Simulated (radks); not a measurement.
The numbers below are computed, except where a source is named.
Problem. Valence configurations of V+ (all share [Ar]). Level of theory: non-relativistic Kohn-Sham, PBE, spin-unpolarised, spherical densities, point nucleus (a radial shooting solver on a logarithmic mesh with Libxc functionals). Order these by energy: 3d3.5 4p0.5; 3d2.5 4s1 4p0.5; 3d2 4s2; 3d2 4p2; 3d1 4p3; 3d3 4p1; 3d2.5 4p1.5; 3d3 4s1; 3d4; 3d1 4s1 4p2.

Solution. From the lowest, in eV above it: 3d4 0.000; 3d3 4s1 0.754; 3d3.5 4p0.5 1.974; 3d2.5 4s1 4p0.5 4.230; 3d2 4s2 4.296; 3d3 4p1 4.763; 3d2.5 4p1.5 8.508; 3d2 4p2 13.343; 3d1 4s1 4p2 21.602; 3d1 4p3 26.730. NIST lists [Ar] 3d4 as the ground configuration; this level of theory agrees among the configurations tried. The energies are those of spherical spin-averaged densities, not of single terms.
